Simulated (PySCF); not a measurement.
Species: C6H9F3Si.
Cartesian coordinates in Å at the PBE0-D3(BJ)/def2-SVP level; atoms count from 1:
```xyz
19
C6H9F3Si angstrom
F      2.7532   -0.1312   -2.0594
C      2.8846   -0.3210   -0.7648
F      4.1290   -0.5513   -0.4283
C      1.8589   -0.2870    0.0850
F      2.1106   -0.5026    1.3827
C      0.4323   -0.0515   -0.2636
C     -0.1491    1.1774    0.4625
C     -1.6526    1.2630    0.1717
Si    -2.2106   -0.5539    0.1476
C     -0.4544   -1.2723    0.0721
H      0.3892    0.1358   -1.3493
H      0.3891    2.0924    0.1664
H      0.0211    1.0473    1.5449
H     -1.8280    1.7050   -0.8235
H     -2.1867    1.8914    0.8995
H     -3.0463   -0.8930   -1.0457
H     -2.9538   -0.9760    1.3747
H     -0.1777   -1.6590    1.0669
H     -0.3155   -2.0924   -0.6473
```

Level of theory: PBE0-D3(BJ)/def2-SVP geometry optimisation, gas phase (PySCF).

Take the most abundant isotopes and a rigid rotor. The values belong to one conformer with, in the numbering `[F:1][C:2]([F:3])=[C:4]([F:5])[C@@H:6]1[CH2:7][CH2:8][SiH2:9][CH2:10]1`, C2–C4–C6–C7 -121°, C4–C6–C7–C8 -174°, C6–C7–C8–Si9 37°, C7–C8–Si9–C10 -13°, C8–Si9–C10–C6 -13°.

Problem. What are A, B and C (cm⁻¹)?

Solution. Ia = 210.20, Ib = 896.97, Ic = 930.94 u·Å²; 505379 MHz·u·Å²/I gives 2404, 563.4 and 542.9 MHz, that is A = 0.08020, B = 0.01879, C = 0.01811 cm⁻¹.

Problem. What kind of rotor is it?

Solution. A near-prolate asymmetric top: κ = (2 × 563.4 − 2404 − 542.9)/(2404 − 542.9) = -0.98.

Problem. What does the inertial defect say?

Solution. Not planar: Δ = Ic − Ia − Ib = -176.23 u·Å². For a rigid frame Δ = −2 Σ m c², so Σ m c² = 88.12 u·Å² lies off the ab plane: 21.46 from hydrogen and 66.66 from heavier atoms. The atom farthest from that plane is 2.24 Å away.

Problem. Which types of transition are allowed, and where do some lines up to J = 2 fall?

Solution. The dipole components are |μa| = 1.23 D, |μb| = 0.68 D, |μc| = 0.40 D. The squared components, which scale the intensities, stand as 1.00 : 0.30 : 0.10 (a : b : c). Some lines, for components of 0.1 D or more:

```csv
type,branch,"J(Ka,Kc)",MHz,lower level (cm⁻¹)
b,Q,"1(1,0) ← 1(0,1)",1861,0.037
b,Q,"2(1,1) ← 2(0,2)",1882,0.111
a,R,"2(1,1) ← 1(1,0)",2233,0.099
c,R,"1(1,0) ← 0(0,0)",2968,0.000
b,R,"2(1,2) ← 1(0,1)",4033,0.037
c,R,"2(1,1) ← 1(0,1)",4095,0.037
c,Q,"2(2,1) ← 2(1,1)",5523,0.173
b,Q,"2(2,1) ← 2(1,2)",5584,0.171
b,R,"2(2,1) ← 1(1,0)",7756,0.099
c,R,"2(2,1) ← 1(1,1)",7776,0.098
b,R,"2(2,0) ← 1(1,1)",7776,0.098
```

No frequency check. No vibrational averaging or centrifugal distortion is included, and the geometry carries the error of its method.

The run took 3.0 min wall on one thread, Arm Neoverse V1, on a shared host. This is the geometry optimisation.
